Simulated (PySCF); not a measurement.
# Spin states and ions at one geometry of BiCl3

PySCF 2.14.0, RKS PBE, Bi def2-SVP with ECP60, Cl def2-SVP; non-relativistic Hamiltonian with scalar-relativistic core potentials where named; density fitting; no spin-orbit coupling; singlets restricted, open shells unrestricted. The geometry is relaxed for charge 0, singlet, vacuum:

```xyz
4

Bi    0.0000    0.0000    0.5084
Cl    2.2057    0.0000   -0.6387
Cl   -1.1028    1.9102   -0.6387
Cl   -1.1029   -1.9102   -0.6387
```

Energies count from the relaxed state; an electron taken off or put on is at rest in vacuum. Charges and spins are Mulliken's.

| state | energy (eV) | spin squared | charge on Bi1 (e) | spin on Bi1 (e) | dipole about the centre of mass (D) |
| --- | --- | --- | --- | --- | --- |
| charge 0, singlet, vacuum | 0.00 | 0.00 | 0.83 | 0.00 | 3.73 |
| charge +1, doublet, vacuum | 10.16 | 0.75 | 1.04 | 0.03 | 1.57 |
| charge -1, doublet, vacuum | -0.46 | 0.75 | 0.35 | 0.75 | 3.80 |

Problem. What does the state charge 0, triplet, vacuum give?

Solution. energy (eV) 4.10, spin squared 2.00, charge on Bi1 (e) 0.57, spin on Bi1 (e) 0.85, dipole about the centre of mass (D) 2.03.

With an electron taken off (doublet) the charges change, summed by element, by Bi +0.21 e, Cl +0.79 e. The vertical ionisation energy is 10.16 eV, against −ε(HOMO) = 7.33 eV of the relaxed state. The level lies 2.8 eV too high, as is usual for semilocal functionals and global hybrids, which keep a self-interaction error.

With an electron put on (doublet) the charges change, summed by element, by Bi -0.49 e, Cl -0.51 e. The vertical electron affinity is 0.46 eV, against −ε(LUMO) = 3.23 eV of the relaxed state. The basis has no diffuse functions, which an added electron needs. The added electron's level lies above zero.

Open shells may have lower solutions than those found. Hard to converge, so the more doubtful: charge +1, doublet, vacuum.
